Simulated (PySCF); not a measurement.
C2H10GeSi, SMILES [SiH3]C[CH2][GeH3] at its GFN2-xTB optimised geometry (Å):

```
14

Si     1.5688    -0.2911     0.0000
C     -0.3325    -0.2911     0.0000
C     -0.9630     1.0987     0.0000
Ge    -0.5927     2.1746    -1.6102
H      2.0184    -1.6571     0.2781
H      2.0750     0.1391    -1.3061
H      2.0503     0.6143     1.0477
H     -0.6889    -0.8441    -0.8729
H     -0.6918    -0.8399     0.8756
H     -2.0503     1.0076     0.0923
H     -0.6265     1.6571     0.8767
H      0.8131     2.6790    -1.6745
H     -1.4869     3.3766    -1.6582
H     -0.8427     1.3963    -2.8641
```

Method: PySCF with PBE/def2-TZVP. Cells within 0.4 Å of a nucleus heavier than hydrogen are left out (blank, or x).

Map of the log10 of the electron density (e/bohr³), floored at −4 on the plane z = 0.0 Å:

```
|00000000000000000000000000000|
|00000000111111000000000000000|
|00000001122221111000000000000|
|00000011222222221110000000000|
|00000012233333322211000000000|
|00000012334444333221000000000|
|00000123344555433221100000000|
|00001234455665543322111000000|
|00012345567776543322222110000|
|00012456778887654333333211000|
|0001346788xxx7654444544321000|
|0002346888xxx7655555555432100|
|00013467788888766666665432100|
|00012355667888777677766542100|
|0000123456788x88779x976543100|
|000001234568xxx878xxx76543100|
|0000001245678x88779x876542100|
|00000012346777776677776543100|
|00000001345666666677876542100|
|00000001234555545567876542100|
|00000000123344334566776532100|
|00000000012222223455655432000|
|00000000000111112334444321000|
|00000000000000001223332210000|
|00000000000000000011221100000|
|00000000000000000000000000000|
|00000000000000000000000000000|
|00000000000000000000000000000|
|00000000000000000000000000000|
```
Scale: ten equal steps from -4.00 (start of '0') to -0.079 (end of '9'), in the order '0123456789'; x runs from -4.50 to 4.50, y from -4.50 (bottom) to 4.50 (top).
